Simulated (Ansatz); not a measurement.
Cl₃Sc, SMILES [Sc]([Cl])([Cl])[Cl] (connectivity only; charge and spin as stated), charge +1, multiplicity 2.

Geometry optimised at B3LYP-D3(BJ)/def2-SVP. The spin state was assumed, not searched. The isomer is the one that the SMILES or the coordinates give; other isomers of the formula were not compared.

Two levels are set side by side: PBE/def2-SVPD (Ansatz, an electronic-structure program) and CAM-B3LYP/def2-SVPD (Ansatz). Energy differences of separate SCF runs at the same geometry; the states with an electron removed or added have multiplicity 3 and 1. Differences are taken from unrounded values.

```json
[
 {"quantity": "vertical ionisation energy (eV)", "PBE": "16.14"},
 {"quantity": "vertical electron affinity (eV)", "PBE": "9.23"}
]
```

Question: These are the PBE values. What does CAM-B3LYP give? (Estimate from the structure and the level; the computed values follow.)

Answer: 
```json
[
 {"quantity": "vertical ionisation energy (eV)", "CAM-B3LYP": "16.88", "PBE minus CAM-B3LYP": "-0.73"},
 {"quantity": "vertical electron affinity (eV)", "CAM-B3LYP": "9.53", "PBE minus CAM-B3LYP": "-0.30"}
]
```
